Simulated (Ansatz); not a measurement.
Basis-set extrapolation for C2H9BO, SMILES `C[BH-](C)[OH2+]` (PBE0-D4/def2-TZVP geometry, frozen core, Ansatz). Multiplicity 1, RHF reference.

```json
{"": "HF", "cc-pV(T+d)Z": "-180.587533", "cc-pV(Q+d)Z": "-180.600288"}
{"": "MP2 correlation", "cc-pV(T+d)Z": "-0.742848", "cc-pV(Q+d)Z": "-0.791801"}
{"": "CCSD(T) correlation", "cc-pV(T+d)Z": "-0.814725", "cc-pV(Q+d)Z": "-0.858158"}
```

Energies in hartree. Use E(X) = E(∞) + A·exp(−5.46·√X) for Hartree–Fock and E(X) = E(∞) + B·X^(−3.05) for correlation, with X = 3 and 4.

Task: What is the CCSD(T) energy at the basis-set limit?

Result: HF limit: -180.600288 + (-0.012755) × 0.30130 = -180.60413. Correlation limit: -0.858158 + (-0.043433) × 0.71189 = -0.88908. Total: -181.49321 hartree, 238.8 kJ/mol below CCSD(T)/cc-pV(T+d)Z.
